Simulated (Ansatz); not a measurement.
Ansatz (an electronic-structure program) input (B3LYP/cc-pVDZ):

Ansatz 0.2 input:
```yaml
crystal:
  periodic: [false, false, false]
  atoms:
    - {symbol: C, position_ang: [-1.41395000, 0.97553300, -0.28092400]}
    - {symbol: N, position_ang: [-0.52545300, -0.05419300, -0.54695600]}
    - {symbol: Si, position_ang: [0.89866600, -0.41925700, 0.37393600]}
    - {symbol: H, position_ang: [-2.30201400, 1.06989600, -0.88504700]}
    - {symbol: H, position_ang: [-1.35724300, 1.46243500, 0.68047800]}
    - {symbol: H, position_ang: [-0.67004100, -0.53017700, -1.42313100]}
    - {symbol: H, position_ang: [1.89284500, 0.68270000, 0.34292200]}
    - {symbol: H, position_ang: [0.53540600, -0.65115300, 1.79215000]}
    - {symbol: H, position_ang: [1.48159700, -1.63794800, -0.22824700]}
basis:
  gaussian:
    orbitals: cc-pVDZ
hamiltonian:
  xc: {name: B3LYP}
magnetization: {spin_polarized: true, initial_magnetization: 1}
output: {forces: true}
```

Output:

```
Functional definition: B3LYP
integrals: 0.03 GiB planned
707 factors; integrals over basis functions are off by at most 1.3e-3 eV
mean field: 0.32 GiB planned
mean field evaluation 1: about -10496.6749 eV, gradient 3.2e1 eV
mean field evaluation 2: about -10491.0082 eV, gradient 4.7e1 eV
mean field evaluation 4: about -10501.4658 eV, gradient 2.6e0 eV
mean field evaluation 8: about -10501.6355 eV, gradient 8.4e-2 eV
mean field evaluation 16: about -10501.6355 eV, gradient 3.6e-5 eV
mean field -10501.63552845 eV, -385.9279874063 hartree, gradient 3.6e-5 eV, S^2 0.753110; 0 other end points of the search recorded, 0 dependent functions left out
the calculation of the forces begins
reference -10501.63576965 eV, -385.9279962702 hartree; 17, 16 occupied and 59, 60 virtual orbitals, 707 factors
Total energy: -10501.63576965 eV, -385.9279962702 hartree
Atom 0 at    -1.413950     0.975533    -0.280924 Å, force     0.083770     0.069407    -0.108699 eV/Å
Atom 1 at    -0.525453    -0.054193    -0.546956 Å, force    -0.330177     0.048915    -0.112984 eV/Å
Atom 2 at     0.898666    -0.419257     0.373936 Å, force     0.334541    -0.076943     0.197891 eV/Å
Atom 3 at    -2.302014     1.069896    -0.885047 Å, force    -0.335347     0.013290    -0.232196 eV/Å
Atom 4 at    -1.357243     1.462435     0.680478 Å, force     0.023904     0.173441     0.376227 eV/Å
Atom 5 at    -0.670041    -0.530177    -1.423131 Å, force    -0.044936    -0.150609    -0.290358 eV/Å
Atom 6 at     1.892845     0.682700     0.342922 Å, force     0.217021     0.204122    -0.000059 eV/Å
Atom 7 at     0.535406    -0.651153     1.792150 Å, force    -0.059922    -0.056466     0.275347 eV/Å
Atom 8 at     1.481597    -1.637948    -0.228247 Å, force     0.111145    -0.225157    -0.105169 eV/Å
Dipole moment:    -0.022643    -0.143819    -0.151382 e Å
```

The geometry given is a B3LYP-D3(BJ)/def2-TZVP minimum.
